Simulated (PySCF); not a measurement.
Core-level binding energies of `CS[SiH2]P`

CH7PSSi.
Z-matrix (Å and degrees, PBE0-D3(BJ)/def2-SVP geometry), rows numbered from 1:
```
C 
S   1  1.8219
Si  2  2.1399  1  100.03
P   3  2.2624  2  105.41  1   178.63
H   1  1.0994  2  111.43  3   -60.40
H   1  1.0992  2  111.41  3    62.74
H   1  1.0984  2  106.53  3  -178.83
H   3  1.4967  2  111.49  1   -63.85
H   3  1.4979  2  110.16  1    55.61
H   4  1.4301  3   92.35  2  -168.48
H   4  1.4287  3   93.06  2   -74.89
```

The calculation used PySCF 2.14.0, delta-SCF UKS SCAN, pcX-2 on the ionised atom, pcseg-1 elsewhere, spin-free X2C. Each binding energy is the total energy of the core-ionised species, with the hole localised on one atom, minus that of the ground state; both are solved self-consistently, so orbital relaxation is included.

**Question.** Give the core binding energies atom by atom.

**Answer.** 
| atom(s) | environment | level | binding energy (eV) | 2p1/2 (eV) | count |
| --- | --- | --- | --- | --- | --- |
| Si3 | SiH2 silicon | Si 2p3/2 | 106.97 | 107.59 | 1 |
| P4 | three-coordinate phosphorus | P 2p3/2 | 136.42 | 137.31 | 1 |
| C1 | S-methyl carbon | C 1s | 291.44 | – | 1 |
| Si3 | SiH2 silicon | Si 1s | 1846.77 | – | 1 |
| P4 | three-coordinate phosphorus | P 1s | 2149.96 | – | 1 |
| S2 | sulfur bonded to C and Si | S 1s | 2476.69 | – | 1 |

**Question.** Which effective nuclear charge Zeff reproduces each element's mean 1s value in the hydrogen-like formula E = 13.606 eV × Zeff²?

**Answer.** C (Z = 6): mean 291.4 eV, Zeff = 4.63, Z − Zeff = 1.37; Si (Z = 14): mean 1846.8 eV, Zeff = 11.65, Z − Zeff = 2.35; P (Z = 15): mean 2150.0 eV, Zeff = 12.57, Z − Zeff = 2.43; S (Z = 16): mean 2476.7 eV, Zeff = 13.49, Z − Zeff = 2.51. Means run over the listed sites, weighted by atom count.

**Question.** Express the binding energy of Si 2p3/2 of Si3 in atomic units and per mole.

**Answer.** 106.97 eV = 3.9311 Eh = 10321 kJ/mol.

Not every level is listed. The 2p values aren't plain energy differences: one relaxed spin-free 2p hole is combined with a matrix within the shell (ground-state 2p orbital-energy differences and spin–orbit coupling). 2p3/2, the mean of its two sublevels, lies a third of the splitting below the shell's mean and 2p1/2 two thirds above it; the statistical areas are 2:1. 2p1/2 minus 2p3/2 (ligand field included): Si 0.62 eV, P 0.89 eV. Geometry: PBE0-D3(BJ)/def2-SVP, one conformer, isolated molecule.
